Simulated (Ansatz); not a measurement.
Reaction (redistribution): `C[SiH2]C[SiH2]F` + `O[SiH2]C[SiH](O)O` → `C[SiH2]C[SiH2]O` + `O[SiH](O)C[SiH2]F`

Isolated molecules relaxed with PBE0-D4/def2-TZVP in Ansatz; ΔE leaves out vibrations. CCSD(T)/CBS is the MP2 limit (def2-TZVPP, def2-QZVPP) plus CCSD(T) − MP2 in def2-TZVPP, frozen cores. Functionals use def2-TZVPP. B3LYP here is the variant with VWN-RPA as its local correlation; programs differ in this. One conformer a species, not always the lowest.

```json
{"level": "PBE0-D4", "ΔE (kJ/mol)": "3.7", "difference from CCSD(T)/CBS": "1.3"}
{"level": "B3LYP-D4", "ΔE (kJ/mol)": "3.8", "difference from CCSD(T)/CBS": "1.4"}
{"level": "B2PLYP", "ΔE (kJ/mol)": "2.9", "difference from CCSD(T)/CBS": "0.5"}
{"level": "B3LYP", "ΔE (kJ/mol)": "3.0", "difference from CCSD(T)/CBS": "0.6"}
{"level": "HF/def2-TZVPP", "ΔE (kJ/mol)": "-0.6", "difference from CCSD(T)/CBS": "-3.0"}
{"level": "SCS-MP2/def2-TZVPP", "ΔE (kJ/mol)": "1.7", "difference from CCSD(T)/CBS": "-0.7"}
{"level": "CCSD/def2-TZVPP", "ΔE (kJ/mol)": "2.0", "difference from CCSD(T)/CBS": "-0.4"}
{"level": "HF/def2-QZVPP", "ΔE (kJ/mol)": "-0.9", "difference from CCSD(T)/CBS": "-3.3"}
{"level": "SCS-MP2/def2-QZVPP", "ΔE (kJ/mol)": "1.5", "difference from CCSD(T)/CBS": "-0.9"}
{"level": "MP2/CBS(def2)", "ΔE (kJ/mol)": "2.5", "difference from CCSD(T)/CBS": "0.1"}
{"level": "CCSD(T)/CBS", "ΔE (kJ/mol)": "2.4", "difference from CCSD(T)/CBS": "0"}
```

Largest T1 diagnostic among the species: 0.011.

In def2-TZVPP, CCSD(T) changes the Hartree–Fock value by +3.1 kJ/mol (the triples alone add +0.5 kJ/mol) and MP2 by +3.2 kJ/mol.
